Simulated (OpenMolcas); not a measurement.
**CH5BO2 (SMILES COBO): the energy, rung by rung**

CH5BO2: 9 atoms, total charge 0, spin state singlet. As SMILES, `COBO`. The shape is that of a PBE0-D4/def2-TZVP optimisation. This is one conformer, not always the lowest.

```xyz
9

C     0.2818    0.8019   -1.0574
O    -0.1135    0.4548    0.2510
B    -0.1349   -0.8341    0.6716
O    -0.5246   -1.1185    1.9385
H     0.5681   -0.0798   -1.6376
H     1.1314    1.4864   -1.0062
H    -0.5448    1.3075   -1.5617
H     0.1839   -1.7384   -0.0476
H    -0.7589   -0.3263    2.4322
```

Quantity: the energy change with the C1–H7 bond stretched from 1.092 to 1.256 Å, in eV. The values are calculated.

```csv
level,kind,program,value (eV),less CCSD(T)/cc-pVDZ,CPU time (all runs)
SVWN5/cc-pVDZ (restricted),LDA,OpenMolcas,0.24,-0.04,54 s
BLYP/cc-pVDZ (restricted),GGA,OpenMolcas,0.24,-0.04,70 s
M06-L/cc-pVDZ (restricted),meta-GGA,OpenMolcas,0.31,+0.03,88 s
TPSS/cc-pVDZ (restricted),meta-GGA,OpenMolcas,0.27,-0.01,96 s
r2SCAN/cc-pVDZ (restricted),meta-GGA,OpenMolcas,0.29,+0.01,89 s
BHLYP/cc-pVDZ (restricted),global hybrid,OpenMolcas,0.34,+0.06,63 s
MP2/cc-pVDZ (restricted),perturbation theory,OpenMolcas,0.30,+0.02,15 s
CCSD(T)/cc-pVDZ (restricted),coupled cluster or CI,OpenMolcas,0.28,0.00,1.9 min
```

Differences are taken from CCSD(T)/cc-pVDZ (restricted) for orientation; it has basis-set and higher-order errors of its own. The first shape isn't each level's own minimum. The values span 0.24 to 0.34 eV. Times are those of the runs behind each value, whatever else they computed, on shared processors of several kinds: orders of magnitude only.
